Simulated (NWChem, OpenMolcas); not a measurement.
# Exact exchange and the vertical ionisation energy of CH2I2 (diiodomethane)

CH2I2 has 5 atoms, charge 0, and is taken as a singlet. SMILES: `ICI`. The coordinates come from a PBE0-D4/def2-TZVP relaxation.

The vertical ionisation energy (to the doublet cation) y, in eV, basis def2-SVP with a core potential; a is the functional's share of exact exchange. Programs: NWChem 7.3.0, OpenMolcas 26.06.

| functional | program | a | y (eV) |
| --- | --- | --- | --- |
| PBE | NWChem | 0 | 9.03 |
| BLYP | NWChem | 0 | 8.83 |
| B3LYP | OpenMolcas | 0.2 | 9.26 |
| PBE0 | OpenMolcas | 0.25 | ? |
| BHLYP | OpenMolcas | 0.5 | 9.45 |

Task: Fit y = c + s·a to the known rows and predict PBE0.

Result: 
1. Means of the 4 rows: a = 0.1750, y = 9.143.
2. Σ(Δa)² = 0.1675, Σ(Δa·Δy) = 0.17725, so the slope is 0.17725/0.1675 = 1.0582.
3. Intercept: 9.143 − (1.0582) × 0.1750 = 8.958. The largest residual of the fit is 0.13.
4. PBE0: 8.958 + (1.0582) × 0.25 = 9.22 eV.

The run gave 9.35 eV, so the prediction is off by -0.13 eV, about the scatter of the fit. The rows mix families of semi-local functionals, which the line can't see. Spin-orbit coupling is left out.
